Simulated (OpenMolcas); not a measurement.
Lines of C I: computed and rescaled rates

```yaml
Program: OpenMolcas 26.06
Method: "SS-RASPT2, IPEA 0.25 Eh, imaginary shift 0.1 Eh (closed shells correlated: 1s 2s)"
Basis: ANO-RCC-VQZP [5s4p3d2f1g]
Scalar_Hamiltonian: DKH2, point nucleus
Active_space: 2 electrons in 9 orbitals (RAS2 2p; RAS3 3s 3d, at most 1 electron)
State_averaging: 2S+1 = 3 even, 3 roots; 2S+1 = 1 even, 6 roots; 2S+1 = 3 odd, 3 roots; 2S+1 = 1 odd, 3 roots
Spin-orbit_coupling: RASSI with atomic mean-field integrals over the reference wave functions, term energies averaged over their components
```

Rates come from the transition moments of the reference wave functions (E1 and E2 in the length form). At fixed line strength A goes as λ^-3 for E1 and M1 and as λ^-5 for E2, so a rate at the computed wavelength can be rescaled to the measured one. Measured vacuum wavelengths follow from level energies in NIST Handbook of Basic Atomic Spectroscopic Data. Branching counts decays inside the model space alone, at computed energies, and the table is only a selection of the E2 and M1 lines, drawn from those between levels with measured partners whose computed energy lies within a factor of 1.5 of the measured one.

```csv
Upper,Lower,Type,λ computed (nm),λ measured (nm),A computed (s-1),A rescaled (s-1),Branching %
2s2 2p2 1D2,2s2 2p2 3P2,M1,1007,985.3,1.87e-04,,74.5
2s2 2p2 1D2,2s2 2p2 3P1,M1,1004,982.7,6.30e-05,,25.1
2s2 2p2 1S0,2s2 2p2 1D2,E2,621,873,3.24e+00,5.90e-01,99.9
```

Spin-changing lines and M1 lines between different terms are not rescaled, since their strength hangs on the term gaps too.

The largest correction is for 2s2 2p2 1S0 → 2s2 2p2 1D2 (E2): 3.24e+00 × (621 / 873)^5 = 5.90e-01 s-1, a factor of 0.18.

No measured rate stands beside these. Rescaling mends the energy factor alone: line strengths can still be far off where a level mixes with configurations outside the active space, and weak or spin-changing lines hang on small mixing coefficients that depend on the term gaps too, so rescaling need not improve them.

CASPT2 does not keep the components of a term degenerate, so their means are used; among the terms shown or strongly mixed into the levels shown the widest spread is 98 cm-1 (2s2 2p2 1D). With the s shell closed, the reference lacks s² → p² mixing. No level of 2s2 2p 3d was computed, though it lies in the active space. Some terms miss by over 15 % even with CASPT2, which points to a basis or an active space too small for the shells correlated. Computed and measured levels are paired by configuration, term and J; levels that our copy of the source lacks, or whose pairing is in doubt (as where it misses far off the trend of its configuration), stay unpaired. Levels of configurations outside the active space are missing.
